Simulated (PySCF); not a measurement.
Species: C₈H₉BO₂Si.
InChI=1S/C8H9BO2Si/c10-9(11)7-2-1-3-8-6(7)4-5-12-8/h1-5,10-11H,12H2

Torsions of this conformer, `[OH:1][B:2]([OH:3])[c:4]1[cH:5][cH:6][cH:7][c:8]2[c:9]1[CH:10]=[CH:11][SiH2:12]2`: O1–B2–C4–C5 -33°, H–O1–B2–O3 -1°, H–O3–B2–O1 173°.

The closed-shell ground state was solved at several levels (PySCF, density fitting, gas phase, non-relativistic). Isolated species at its PBE0-D3(BJ)/def2-SVP geometry (one conformer only).

| level | basis functions | total energy (Eh) | HOMO (eV) | LUMO (eV) | gap (eV) | dipole (D) |
| --- | --- | --- | --- | --- | --- | --- |
| B3LYP/def2-SVPD | 322 | -774.7808 | -6.54 | -1.81 | 4.73 | 0.92 |
| PBE0/pcSseg-1 | 256 | -774.4217 | -6.75 | -1.64 | 5.11 | 1.01 |

(1) Estimate the row for PBE/pcSseg-1, a basis of 256 functions; the other rows only guide the guess.

(2) Over all these levels, which gives the widest orbital gap and which the narrowest?

(3) How far do the dipole and the HOMO energy spread over the levels?

## Answers

(1) Total energy -774.3681 Eh, HOMO -5.82 eV, LUMO -2.45 eV, gap 3.37 eV, dipole 0.96 D.

(2) PBE0/pcSseg-1 (global hybrid, 25 % exact exchange) has the widest, 5.11 eV, and PBE/pcSseg-1 (GGA) the narrowest, 3.37 eV. The two share the basis. From the narrowest to the widest the HOMO moves by -0.93 eV and the LUMO by +0.81 eV.

(3) The dipole runs from 0.92 to 1.01 D (mean 0.96 D) and the HOMO from -6.75 to -5.82 eV.
